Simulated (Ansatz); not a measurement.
`FC[SiH]([SiH3])[SiH3]` + H₂ → `C[SiH]([SiH3])[SiH3]` + H–F  (hydrogenolysis of a C–F bond)

Program: Ansatz. Geometries: PBE0-D4/def2-TZVP. ΔE: electronic, gas phase. CCSD(T)/CBS adds triple-zeta CCSD(T) − MP2 to the extrapolated MP2 energy (def2 sets, frozen cores). This one scheme is used for every species. Functionals use def2-TZVPP. One conformer a species, not always the lowest.

`FC[SiH]([SiH3])[SiH3]`:

Z-matrix (Å, degrees):
```
C
Si 1 1.908
F 1 1.391 2 110.0
H 1 1.095 2 111.2 3 119.8
H 1 1.095 2 111.2 3 -119.8
Si 2 2.340 1 110.2 3 -61.5
Si 2 2.340 1 110.2 3 61.4
H 2 1.493 1 106.5 3 180.0
H 6 1.488 2 109.6 1 -174.4
H 6 1.489 2 110.6 1 -54.5
H 6 1.486 2 110.3 1 65.9
H 7 1.486 2 110.3 1 -65.9
H 7 1.488 2 109.6 1 174.5
H 7 1.489 2 110.6 1 54.6
```

H₂:

Z-matrix (Å, degrees):
```
H
H 1 0.746
```

`C[SiH]([SiH3])[SiH3]`:

Z-matrix (Å, degrees):
```
C
Si 1 1.883
H 1 1.092 2 110.7
H 1 1.092 2 110.7 3 120.1
H 1 1.092 2 110.7 3 -120.0
Si 2 2.340 1 111.2 3 -179.6
Si 2 2.340 1 111.1 3 59.5
H 2 1.493 1 109.9 3 -60.1
H 6 1.490 2 111.4 1 58.2
H 6 1.488 2 110.6 1 178.9
H 6 1.490 2 110.0 1 -61.5
H 7 1.488 2 110.6 1 -179.4
H 7 1.490 2 110.0 1 61.0
H 7 1.490 2 111.4 1 -58.7
```

H–F:

```xyz
2

F    -0.003   -0.081    0.453
H     0.003    0.081   -0.453
```

CCSD(T)/CBS gives -138.1 kJ/mol.

(1) Another level gave -123.9 kJ/mol. Which?
A. B2PLYP/def2-TZVPP
B. ωB97X-V/def2-TZVPP
C. MP2/def2-TZVPP
D. CCSD(T)/def2-TZVPP

Largest T1 diagnostic among the species: 0.013.

Answers

(1) B. ωB97X-V -123.9, CCSD(T)/def2-TZVPP -135.8, B2PLYP -130.5, MP2/def2-TZVPP -143.8 kJ/mol.

From PBE to PBE0 (25 % exact exchange), in def2-TZVPP and without D4, ΔE moves by −9.1 kJ/mol. In def2-TZVPP, CCSD(T) changes the Hartree–Fock value by −3.0 kJ/mol (the triples alone add +2.0 kJ/mol) and MP2 by −11.1 kJ/mol.
